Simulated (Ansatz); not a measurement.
The same path of Cl2FGeH + H2O (8 atoms, charge 0, multiplicity 1) was run twice with different band settings. Lost on the way: Ge1–H2, O6–H8. Made: Ge1–O6, H2–H8.

Computed with RKS PBE/def2-mTZVP (Ansatz 0.2.0).

Relaxed end points:

```xyz
8
Properties=species:S:1:pos:R:3
Ge -0.127 0.216 -0.015
H -0.005 0.668 1.442
Cl 1.738 -0.093 -1.080
F -0.838 1.573 -0.881
Cl -1.539 -1.384 -0.401
O 0.985 -1.799 1.501
H 1.795 -2.014 0.999
H 0.390 -2.551 1.318
```

```xyz
8
Properties=species:S:1:pos:R:3
Ge -0.254 -0.430 -0.770
H 2.381 -0.655 3.307
Cl 1.633 0.297 -1.446
F -1.312 0.942 -0.549
Cl -1.218 -1.711 -2.205
O 0.015 -1.246 0.780
H -0.743 -1.814 1.024
H 1.897 -0.767 2.743
```

Common settings: spring 5.0 eV/Å²; optimiser quadratic models (default); start path through a guess of the saddle point; force threshold 0.05 eV/Å; iteration limit 60; end points relaxed.

| run | movable images | climbing image |
| --- | --- | --- |
| 1 | 9 | yes |
| 2 | 3 | no |

Question: What does each run give, and how far can it be trusted?

Answer: Run 1: converged after 33 iterations, highest image 1.903 eV above the first end. Neighbouring images differ by up to 1.4 eV, so the band resolves the path poorly. A vibrational analysis at the climbing image gives one clearly imaginary mode, 1413i cm⁻¹: a first-order saddle point.
Run 2: converged after 18 iterations, highest image 0.313 eV above the first end. No image climbed, so the highest image needn't sit at the top of the path. A band with more images between the same ends climbed to 1.90 eV, so this one has probably stepped over the top. So few images can step over the top or miss a turn of the path.
The orbitals stay closed-shell, which can raise the energy where a bond breaks towards radicals; this wasn't checked here.
